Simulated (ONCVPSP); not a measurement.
# Which change was made? (Pt, ONCV)

platinum (Pt), optimised norm-conserving Vanderbilt (ONCV), made with ONCVPSP 4.0.1 (LDA (Perdew-Zunger), scalar-relativistic). Core [Xe] 4f14, reference 5d9 6s1. Waves: 6s: rc 2.45 bohr, ncon 4, nbas 8, qcut 2.2 1/bohr, 3 projectors, debl 3.3 Ha; p scattering state at 0.05 Ha: rc 2.20 bohr, ncon 4, nbas 8, qcut 4.2 1/bohr, 3 projectors, debl 0.6 Ha; 5d: rc 2.15 bohr, ncon 3, nbas 7, qcut 7 1/bohr, local; f scattering state at 0.16 Ha: rc 2.15 bohr, ncon 4, nbas 8, qcut 6 1/bohr, 2 projectors, debl 3.9 Ha. Local part: the d channel. Core correction: none.

Cutoffs, loose and tight: the cutoffs (Ha) at which the residual kinetic energy of the hardest occupied pseudo-wave falls to 1 and 0.1 mHa per electron. They do not see the model core or the augmentation charge, which bear on the density cutoff. Test errors are all-electron minus pseudo excitation energies from the reference, over the configurations 5d9 6s0; 5d8 6s0; 5d7 6s0; 5d8 6s1; variants that change the core or the reference have their own tests.

The base gives: outcome: generated; cutoff, loose: 17 Ha; cutoff, tight: 28 Ha; bound ghosts: p; GHOST(+) flags above zero: s; largest test error (meV): -69.

**Question.** After one change the result is: outcome: generated; cutoff, loose: 27 Ha; cutoff, tight: 56 Ha; bound ghosts: s, p; GHOST(+) flags above zero: s, p; largest test error (meV): -198. Which change was it?
A. d: qcut 10.2
B. d: qcut 5.6
C. d: qcut 4.6

**Answer.** C. The others give: d: qcut 5.6 → outcome: generated; cutoff, loose: 15 Ha; cutoff, tight: 28 Ha; bound ghosts: p; GHOST(+) flags above zero: s, p; largest test error (meV): -128 | d: qcut 10.2 → outcome: generated; cutoff, loose: 19 Ha; cutoff, tight: 28 Ha; bound ghosts: p; GHOST(+) flags above zero: s; largest test error (meV): -43.
